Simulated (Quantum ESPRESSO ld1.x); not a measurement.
Species: a nucleus of charge 28.1 with 27 electrons. Configuration: [Ar] 3d9.

All-electron calculation, Dirac Kohn-Sham, LDA (Slater exchange, VWN5 correlation), spin-unpolarised, spherical densities, point nucleus; open shells fill j = l - 1/2 first. Program: ld1.x of Quantum ESPRESSO 7.5.

Energy parts (eV):
part                     energy
total                  -41658.7
kinetic                 42318.2
electron-nucleus      -100043.6
Hartree                 17731.5
exchange-correlation    -1664.8

Orbitals (lengths in bohr, moments of r in powers of bohr):
orbital,occ.,eigenvalue (eV),<r^2>
1s1/2,2,-8261.19,0.003917
2s1/2,2,-992.029,0.07044
2p1/2,2,-867.523,0.05547
2p3/2,4,-849.789,0.05704
3s1/2,2,-116.178,0.6369
3p1/2,2,-78.2945,0.7116
3p3/2,4,-76.0690,0.7314
3d3/2,4,-14.8801,1.500
3d5/2,5,-14.6505,1.526

The highest occupied level is 3d5/2 at -14.651 eV. The density falls to 0.001 e/bohr^3 at r = 3.32 bohr.
